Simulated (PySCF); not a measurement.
## Stationary points of HMnO₃

These are results of B3LYP in PySCF with Mn def2-SVP, O def2-SVP, H def2-SVP; no relativity; density-fitted integrals, not measurements.

Relaxations began from a few typed shapes; open shells are unrestricted. The search is not exhaustive: other isomers or separated fragments can lie lower, and high-lying points may rest on an excited occupation.

```json
{"spin": "broken-symmetry Ms = 0 (⟨S²⟩ 0.77)", "group": "Cs", "bonds": "Mn–O 1.546 Å, Mn–O 1.548 Å, Mn–O 1.740 Å, O–H 0.970 Å", "angles": "H–O–Mn 120.0°, O–Mn–O 118.0°, O–Mn–O 120.2°, O–Mn–O 121.8°", "imaginary modes (cm⁻¹)": "none", "ΔE (kJ/mol)": "0.0", "ΔE with ZPE (kJ/mol)": "0.0"}
{"spin": "singlet (closed shell, unstable to spin polarisation)", "group": "Cs", "bonds": "Mn–O 1.542 Å, Mn–O 1.545 Å, Mn–O 1.717 Å, O–H 0.970 Å", "angles": "H–O–Mn 123.3°, O–Mn–O 118.6°, O–Mn–O 119.8°, O–Mn–O 121.6°", "imaginary modes (cm⁻¹)": "none", "ΔE (kJ/mol)": "17.5", "ΔE with ZPE (kJ/mol)": "18.6"}
{"spin": "singlet", "group": "C3v", "bonds": "Mn–H 1.506 Å, Mn–O 1.547 Å (×3)", "angles": "H–Mn–O 101.3° (×3), O–Mn–O 116.3° (×3)", "imaginary modes (cm⁻¹)": "none", "ΔE (kJ/mol)": "149.1", "ΔE with ZPE (kJ/mol)": "145.5"}
{"spin": "singlet", "group": "C2v", "bonds": "Mn–H 1.689 Å, Mn–O 1.530 Å, Mn–O 1.639 Å (×2)", "angles": "H–Mn–O 46.7° (×2), H–Mn–O 180.0°, O–Mn–O 93.5°, O–Mn–O 133.3° (×2)", "imaginary modes (cm⁻¹)": "2010i", "ΔE (kJ/mol)": "208.0", "ΔE with ZPE (kJ/mol)": "–"}
```

The lowest minimum found is the broken-symmetry Ms = 0 (⟨S²⟩ 0.77) Cs: Mn–O 1.546 Å, Mn–O 1.548 Å, Mn–O 1.740 Å, O–H 0.970 Å; H–O–Mn 120.0°, O–Mn–O 118.0°, O–Mn–O 120.2°, O–Mn–O 121.8°.

For the lowest minimum: the determinant is spin-contaminated (⟨S²⟩ = 0.77, pure value 0.00). The spin densities have lower symmetry than the nuclear frame.
